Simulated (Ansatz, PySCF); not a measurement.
Noncovalent pair: NH3 (SMILES N) (first 4 atoms) with ClH3Si (SMILES [SiH3]Cl); geometry from B3LYP-D3(BJ)/def2-TZVP, rigid monomers moved along the line of their centres of mass till N1···Si5 is 2.80 Å.
(charge 0, multiplicity 1):
```xyz
9

N     -0.09384    -0.07481     0.31170
H     -0.30931     0.89875     0.49351
H      0.52875    -0.11158    -0.48725
H     -0.96142    -0.52831     0.04872
Si     0.46873    -0.99530     2.90026
Cl    -1.28594     0.10640     3.06148
H      0.75105    -1.47014     4.27477
H      1.57274    -0.12935     2.45749
H      0.25710    -2.15999     2.02642
```

Interaction energies are E(AB) − E(A) − E(B) at the monomers' geometry in the complex; basis-set methods are counterpoise corrected. Rows marked so take none.

Rows in 6-31G*, STO-3G carry no dispersion term and start afresh at each structure (6-31G* with six Cartesian d functions).

Run with Ansatz (Gaussian basis) for Hartree–Fock, density functionals and correlated methods; PySCF for 6-31G* rows, STO-3G rows, the dispersion terms. Each number belongs to the level named beside it.

**Question.** One of these levels gives -2.87 kcal/mol for the interaction energy. Which one is it?
A) B3LYP/6-31G*
B) HF/6-31G*
C) HF/STO-3G (no counterpoise)
D) PBE-D4/def2-TZVPPD

**Answer.** D, PBE-D4/def2-TZVPPD. The others give -1.85 (HF/STO-3G (no counterpoise)), -0.14 (HF/6-31G*), -1.27 (B3LYP/6-31G*)

Ansatz is a first-principles code.
